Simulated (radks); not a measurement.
Values are calculated unless marked as measured or tabulated.
Q: Successive ionisation energies (eV) of one element, from differences of total energies of ions in their ground configurations, starting at charge 44: 3594.0, 3710.8, 3828.5, 3946.9, 4367.9, 4472.1, 4574.6, 4710.3, 4817.2, 4922.4, 5310.0, 5424.7, 12339.2, 12626.2, 12907.9, 13291.9, 13588.4, 13879.2, 14962.7, 15251.6, 61895, 63124. Level of theory: scalar-relativistic Kohn-Sham, PBEsol, spin-polarised, spherical densities, finite nucleus; open shells are filled with parallel spins first (spin-orbit coupling, left out, can overturn this in heavy ions); Fermi nuclear charge, rms radius 5.2218 fm (a radial shooting solver on a logarithmic mesh with Libxc functionals). Which element is it?

A: Dysprosium (Z = 66). The first species listed is Dy44+ in [Ar] 3d4, the last Dy65+ in 1s1.
